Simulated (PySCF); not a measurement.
## Telling isomers of C9H7N apart by NMR

[PySCF: GIAO PBE0/pcSseg-1 shieldings; GFN2-xTB structure; non-relativistic Hamiltonian; equivalent nuclei averaged; one conformer; gas phase]

Shifts are taken against calculated references (same method and geometry level): $^{1}$H (σ = 31.72 ppm), $^{13}$C (σ = 186.93 ppm) vs TMS. Where no couplings were computed, multiplicities follow the n + 1 count of equivalent neighbours, and m marks all less simple cases (inequivalent or close neighbours, rings, F or P nearby). Shifts are as computed. Against solution values, carbons near 30 ppm lie about +3 ppm off and those near 130 ppm about +5 ppm. Of 1211 compounds with measured shifts, 218 miss one by over three times the rms of a fit or turn the order of signals round; such compounds aren't used in these exercises.

(1) Tabulate the signals of `C=Cc1ccc(C#N)cc1`, `c1ccc2cnccc2c1`, `C=Cc1ccccc1C#N`, `c1ccc2ncccc2c1` and their relative energies.

(2) What is the quickest way to tell C=Cc1ccc(C#N)cc1 from c1ccc2ncccc2c1?

(3) What is the quickest way to tell C=Cc1ccc(C#N)cc1 from C=Cc1ccccc1C#N?

(4) What is the quickest way to tell c1ccc2cnccc2c1 from c1ccc2ncccc2c1?

Answers

(1) 
| SMILES | carbon types | δC | δH | E rel. (kcal/mol) |
| --- | --- | --- | --- | --- |
| C=Cc1ccc(C#N)cc1 | 3×C 5×CH 1×CH2 | 145.2, 143.6, 140.2, 132.0, 124.5, 123.5, 116.5 | 7.93 (m, 2H), 7.79 (m, 2H), 6.89 (m, 1H), 6.44 (m, 1H), 5.87 (m, 1H) | 28.2 |
| c1ccc2cnccc2c1 | 2×C 7×CH | 157.8, 150.3, 140.3, 135.2, 133.7, 133.0, 132.3, 131.8, 125.4 | 9.59 (s, 1H), 9.12 (d, 1H), 8.27 (d, 1H), 8.20 (m, 1H), 8.04 (m, 1H), 7.95 (m, 1H), 7.83 (d, 1H) | 1.3 |
| C=Cc1ccccc1C#N | 3×C 5×CH 1×CH2 | 146.7, 141.9, 141.2, 137.6, 133.4, 129.0, 124.6, 123.3, 116.5 | 8.10 (d, 1H), 7.97 (d, 1H), 7.79 (m, 1H), 7.63 (m, 1H), 7.58 (m, 1H), 6.40 (m, 1H), 5.94 (m, 1H) | 28.9 |
| c1ccc2ncccc2c1 | 2×C 7×CH | 155.1, 152.6, 142.0, 138.3, 135.1, 133.6, 132.1, 132.0, 125.8 | 9.28 (d, 1H), 8.65 (d, 1H), 8.42 (d, 1H), 8.15 (d, 1H), 8.13 (m, 1H), 7.93 (m, 1H), 7.59 (m, 1H) | 0.0 |

Energies are electronic energies at PBE0/pcSseg-1 on these geometries, without zero-point or thermal terms, each for the one conformer computed, which needn't be the lowest.

(2) Count the carbon signals: 7 against 9. The first has a terminal =CH2 carbon at 123.5 ppm, the second an aromatic CH next to a ring nitrogen at 155.1 ppm. Their most deshielded carbons lie at 145.2 and 155.1 ppm. In the proton spectra the most deshielded non-exchanging signals are 7.93 (m, 2H) and 9.28 (d, 1H).

(3) Count the carbon signals: 7 against 9. The first has an alkene CH at 143.6 ppm, the second an aromatic CH at 129.0 ppm. Their most deshielded carbons lie at 145.2 and 146.7 ppm.

(4) Both give the same number of carbon signals, with the same numbers of each carbon type, so the positions decide. The first has a ring-fusion aromatic carbon (C) at 140.3 ppm, the second a ring-fusion aromatic carbon (C) at 152.6 ppm. Their most deshielded carbons lie at 157.8 and 155.1 ppm.
